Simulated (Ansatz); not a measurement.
A made-up structure of C2H2Ga, doublet:

```csv
atom,x (Å),y (Å),z (Å)
C1,1.0508,-1.3921,1.6662
C2,0.5174,-0.6923,0.8245
Ga3,-0.3169,0.4201,-0.5027
H4,0.7949,-1.4978,0.1939
H5,0.2909,1.8372,-0.7271
```

It is relaxed with PBE-D4/def2-SVP and then PBE0-D4/def2-TZVP (Ansatz 0.2.0). Atoms count as bonded within 1.22 times the sum of their covalent radii (H–H: 0.88 Å). The end point is not checked to be a true minimum.

Task: Does its bonding change? (A judgement: the text doesn't fix the answer.)

Result: By the calculation: No: no bond forms or breaks.

Where it ends: The first stage lowers the energy by 0.68 eV in 12 steps. It ends as C₂H₂Ga ([C][CH][GaH]):
```tsv
atom	x (Å)	y (Å)	z (Å)
C1	1.1834	-1.3115	1.5693
C2	0.6441	-0.6727	0.6160
Ga3	-0.1217	0.4966	-0.7545
H4	0.5637	-1.8890	0.5568
H5	0.0676	2.0517	-0.5327
```

Labels in which every atom is bracketed show which atoms are joined, not bond orders.

For scale, one of the runs: PBE0-D4/def2-TZVP relaxation, 122 basis functions, launched by `ansatz run in.yaml --threads 2 --pin off --events-out ev --progress --plain --max-ram 4352MiB`. Hardware: 2 CPU threads of an Arm Neoverse V1, shared host. Wall time about 28 s.
